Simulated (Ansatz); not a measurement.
Molecule (SMILES): F[Si]F (closed-shell singlet).
Atoms: Si1, F2, F3. Bonds: Si1-F2, Si1-F3.

Basis-set convergence of the harmonic zero-point energy at HF with Ansatz (a first-principles code). Each level at its own minimum, finite differences of forces, unscaled; the reference is a large set that could be run, not a limit. Cartesian d functions, on some or all atoms, in 6-311G**, 6-311+G**; all else is spherical. The program fits the integrals of some runs and decomposes those of others, by size. A restricted Hartree-Fock determinant is unstable towards unrestricted orbitals. No added dispersion term, no relativity. Reference: the value in aug-pcseg-2, 3.19 kcal/mol, itself unsure by roughly 0.01 kcal/mol (its mean distance from aug-cc-pV(T+d)Z, def2-TZVPPD). Deviations are taken from unrounded values.

```tsv
basis	functions	harmonic zero-point energy (kcal/mol)	minus reference (kcal/mol)
3-21G	31	3.30	0.10
def2-SVP	46	3.15	-0.04
pcseg-1	46	3.04	-0.16
cc-pV(D+d)Z	51	3.03	-0.16
6-311G**	63	3.14	-0.05
aug-pcseg-1	73	3.00	-0.19
6-311+G**	75	3.08	-0.11
aug-cc-pV(D+d)Z	78	3.01	-0.18
6-311++G(2d,2p)	89	3.12	-0.07
cc-pV(T+d)Z	99	3.18	-0.01
def2-TZVPD	123	3.19	0.00
6-311++G(3df,3pd)	125	3.12	-0.07
aug-cc-pV(T+d)Z	147	3.17	-0.02
```
